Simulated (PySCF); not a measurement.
Question: What does the GFN2-xTB structure of `n1ccc(C(O)=O)cc1` look like in three dimensions?

Answer: 
```xyz
14
C6H5NO2 angstrom
O      2.4030   -1.2530    0.5735
C      1.8528   -0.2681    0.1520
O      2.5299    0.8049   -0.2775
C      0.3792   -0.1082    0.0518
C     -0.2093    1.0508   -0.4468
C     -1.5939    1.1042   -0.4998
N     -2.3771    0.1163   -0.1033
C     -1.8151   -0.9831    0.3691
C     -0.4434   -1.1516    0.4701
H      3.4837    0.6504   -0.1917
H      0.3988    1.8759   -0.7794
H     -2.1043    1.9801   -0.8781
H     -2.4995   -1.7616    0.6795
H     -0.0055   -2.0574    0.8585
```

Any rigid rotation of these coordinates is as good. Atoms count from 1 in this order. O3 (acid hydroxyl oxygen) is bent (angle 109.9°). The 9 heavy atoms lie in one plane (0.001 Å rms). Of the pairs four or more bonds apart, O3···H11 is among the closest relative to their van der Waals radii: 2.44 Å, 90 % of the sum of Bondi's values. The 6-membered ring C4–C5–C6–N7–C8–C9 has internal angles of 117.9° to 123.5°; it is planar, 0.00 Å rms from its mean plane, widest ring torsion 0°.

Bonds between heavy atoms (Å): O1=C2 1.204, C2–O3 1.340, C2–C4 1.486, C4–C5 1.392, C5–C6 1.387, C6–N7 1.322, N7–C8 1.322, C8–C9 1.386, C4–C9 1.393.

The geometry is computed with GFN2-xTB (gas phase).

Point group: Cs (every atom within 0.08 Å of its image). No GFN2-xTB frequencies stand behind this structure, so it isn't proved a minimum. One conformer, not necessarily the lowest (O1–C2–O3–H 0°, O1–C2–C4–C5 180°).
